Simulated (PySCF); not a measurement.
## Calculated properties of `C[S][GeH]1[CH2]C[CH2]1`

Species: C₄H₁₀GeS.
Cartesian coordinates in Å at the PBE0-D3(BJ)/def2-SVP level; atoms count from 1:
```
atom  x, y, z in Å
C1     3.041    0.008   -1.075
S2     2.052   -0.896    0.158
Ge3    0.001   -0.277   -0.430
C4    -1.483   -1.184    0.497
C5    -2.134    0.208    0.690
C6    -0.926    1.167    0.559
H7     2.990    1.095   -0.921
H8     4.083   -0.314   -0.942
H9     2.727   -0.236   -2.100
H10   -0.051   -0.198   -1.973
H11   -2.085   -1.946   -0.017
H12   -1.120   -1.606    1.447
H13   -2.848    0.398   -0.128
H14   -2.699    0.315    1.633
H15   -0.415    1.318    1.523
H16   -1.120    2.147    0.103
```

From PBE0-D3(BJ)/def2-SVP geometry optimisation, gas phase (PySCF):

- Point group: C1
- Rotational constants A, B, C: 4.993, 1.155, 1.088 GHz

PBE0/def2-SVPD ground state, ΔSCF and vertical TDDFT (core frozen in the response) (PySCF):

* Dipole moment: 1.43 D
* HOMO energy: -6.60 eV
* LUMO energy: 0.01 eV
* HOMO–LUMO gap: 6.61 eV
* Lowest singlet excitation: 5.23 eV (237 nm, f = 0.013)
* Strongest line among the 10 lowest singlet transitions: S10 at 7.30 eV (170 nm, f = 0.072)
* Lowest triplet excitation (Tamm–Dancoff): 4.85 eV
* Static isotropic polarisability: 101.4 au
* Vertical ionisation energy: 8.46 eV
* Electronic spatial extent ⟨r²⟩ about the centre of nuclear charge: 1178 bohr²

From KT3/pcSseg-1 ground state and GIAO shieldings, non-relativistic (PySCF):

* 13C chemical shifts (computed TMS as zero) by class: 29.9 (C4/C6), 26.6 (C5), 17.8 (C1) ppm
* 1H chemical shifts (computed TMS as zero) by class: 5.41 (H10), 2.27 (H14), 2.11 (H13), 2.00 (H7/H8/H9), 1.91 (H12/H15), 1.90 (H11/H16) ppm
* Isotropic shieldings of nuclei other than C and H, by class: 626 (S2), 1279 (Ge3) ppm

Monoisotopic mass (most abundant isotopes): 163.9715 u.

The largest Löwdin shares of the HOMO are 0.64 on S2, 0.10 on C1, 0.08 on Ge3 and 0.08 on C6. The polarisability is 15.02 Å³ as a volume (1 au = 0.148185 Å³), or 1.24 au for each of the 82 electrons. The dipole matches unit charges of opposite sign 0.30 Å apart (1 e·Å = 4.8032 D). No computed singlet falls in the visible range (750 to 380 nm, 1.65 to 3.26 eV); S1 lies 1.97 eV above its blue end. S1 lies 1.38 eV below the HOMO–LUMO gap; its leading configuration is HOMO→LUMO, weight 0.94. The 10 singlets span 5.23 to 7.30 eV, and their oscillator strengths add up to 0.24. With B = h/(8π²I), that is 505.379 GHz u Å² over I, the principal moments of inertia are 101.2, 437.7 and 464.4 u Å² (most abundant isotopes); the inertial defect Ic − Ia − Ib is -74.5 u Å² (zero for a rigid planar frame, negative otherwise).

 Relativistic effects, spin–orbit coupling among them, are left out although an element past zinc is present. Atoms bound to Ge lack the heavy atom's spin–orbit term in their shielding, so their NMR values are less reliable. NMR classes are plain means over equivalent atoms (diastereotopic ones count apart unless rotation or inversion swaps them), as if these changed places fast; in this geometry the members of some classes differ.

For the NMR shielding job (KT3/pcSseg-1), hardware: one thread of an Arm Neoverse V1, no GPU, shared host. Cost: 33 s wall.

One conformer stands for the species.
